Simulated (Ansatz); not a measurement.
```yaml
crystal:
  periodic: [false, false, false]
  atoms:
    - {symbol: Al, position_ang: [-1.347186, 2.410178, 0.991213]}
    - {symbol: Al, position_ang: [0.321143, -0.277408, 1.375839]}
    - {symbol: Al, position_ang: [0.620279, 0.938794, -0.978856]}
    - {symbol: Al, position_ang: [-0.011534, -1.936590, -0.667399]}
    - {symbol: As, position_ang: [1.263864, 1.980646, 1.089983]}
    - {symbol: As, position_ang: [0.998437, -2.525579, 1.356341]}
    - {symbol: As, position_ang: [-1.675177, 0.006077, -0.514346]}
    - {symbol: As, position_ang: [-0.169827, -0.596108, -2.652785]}
basis:
  gaussian: {orbitals: def2-TZVP, initial_orbitals: start.molden}
hamiltonian: {xc: {name: wB97X-V}}
scf: {omitted_lower_state_checks: [starts]}
output: {orbitals: {seedname: orbitals}}
```

The file start.molden holds the orbitals of an earlier run on this structure, at another level or in another basis.

```sh
$ ansatz run in.yaml --threads 4 --pin off --events-out ev --progress --plain --max-ram 4787MiB
```

Problem. Does this run fit into the memory that it is given?

Solution. No. It has 340 basis functions, and Ansatz plans for 6 GiB where 5 GiB are given.
